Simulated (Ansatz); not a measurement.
Wavefunction ladder for H₄SiZn

Z-matrix (Å, degrees):
```
Si
H 1 1.485
H 1 1.485 2 109.5
H 1 1.486 2 109.5 3 120.0
H 1 1.485 2 109.5 3 -120.0
Zn 3 3.596 1 86.6 2 -60.0
```

Total charge 0; spin multiplicity 1. For Zn the d shell is correlated and the shells below it are frozen. Scalar relativity is left out up to krypton. The bonds changed during the relaxation, so this is another structure than the one it started from. All single points use the PBE0-D4/def2-TZVP geometry. Frozen core, restricted reference, the Gaussian-basis code of Ansatz.

| basis | HF (Eh) | MP2 corr. |
| --- | --- | --- |
| def2-SVP | -2068.71297 | -0.40572 |
| def2-TZVPP | -2069.06265 | -0.63577 |
| def2-QZVPP | -2069.11215 | -0.68196 |

Problem. Estimate the CCSD correlation energy and the (T) correction in each basis where they were run (hartree).

Solution. 
```tsv
basis	CCSD corr.	(T)
def2-SVP	-0.42419	-0.01049
def2-TZVPP	-0.62580	-0.01781
```
